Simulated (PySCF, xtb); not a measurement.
C₂H₅Se, SMILES C(C)[Se], multiplicity 2.

Harmonic wavenumbers (cm⁻¹) from GFN2-xTB (xtb 6.7.1) at its own minimum, in rising order: 223, 259, 536, 744, 978, 1001, 1066, 1213, 1222, 1404, 1427, 1486, 1491, 2964, 2971, 3021, 3032, 3037.

What does PySCF with B3LYP-D3(BJ)/def2-SVP give at its own minimum? (Estimate from the structure and the level; the computed values follow.)

233, 286, 541, 558, 903, 972, 1067, 1239, 1242, 1394, 1422, 1459, 1470, 3025, 3037, 3067, 3105, 3128. Paired by order, the mean absolute difference is 43 cm⁻¹ and the zero-point energies are 40.1 and 40.2 kcal/mol.
